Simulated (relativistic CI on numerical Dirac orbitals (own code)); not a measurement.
## Kr²⁶⁺: sensitivity of the levels to the model

Base calculation: Dirac-Coulomb-Breit CI, separate exchange-only KLI orbitals for each configuration, model QED (radiative potential, 1s self-energy scaled to tabulated hydrogen-like ionisation energies), unscaled Slater integrals.

Configuration list (outside the closed core 1s2): 2s²2p⁶, 2s²2p⁵3s, 2s²2p⁵3p, 2s²2p⁵3d, 2s2p⁶3s, 2s2p⁶3p, 2s2p⁶3d, 2s²2p⁵4s, 2s²2p⁵4p, 2s²2p⁵4d, 2s²2p⁵4f, 2s2p⁶4s, 2s2p⁶4p, 2s²2p⁴3s², 2s2p⁶4d, 2s2p⁶4f. Levels of other configurations are missing.

The lowest level and the first level of each name with at least 55 % of one term (blank where a level has no safe partner in the second run):

```
        Level  Base (eV)  Shift (eV)
   2s²2p⁶ ¹S0       0.00        0.00
2s²2p⁵3s ³P°2    1648.15      +18.78
2s²2p⁵3s ¹P°1    1651.42            
 2s²2p⁵3p ³S1    1699.44       +8.64
2s²2p⁵3s ³P°0    1703.22      -36.29
2s²2p⁵3s ³P°1    1704.89            
 2s²2p⁵3p ³D3    1714.13       +3.02
 2s²2p⁵3p ¹P1    1714.65            
 2s²2p⁵3p ³P2    1718.95            
 2s²2p⁵3p ³P0    1734.87      -12.80
 2s²2p⁵3p ³D1    1756.38            
 2s²2p⁵3p ³P1    1770.15            
2s²2p⁵3d ³P°0    1777.92       +1.91
 2s²2p⁵3p ¹S0    1779.44      -23.97
```

At this charge energies of transitions that change n are usually good to better than 1 %, and those within a shell (Δn = 0) to a few per cent.

(1) One thing was changed in a second run, which moved the levels as shown. Which?
A. Breit term removed
B. QED terms removed
C. non-relativistic limit
D. valence Slater integrals scaled by 0.9
E. configuration mixing switched off

Results:

(1) C. Non-relativistic limit. Without relativity the fine structure collapses and s electrons lose their extra binding.

LS names give the leading component of a level, which can be under half, so a name can repeat, a term be missing and a line seem to break the LS rules.
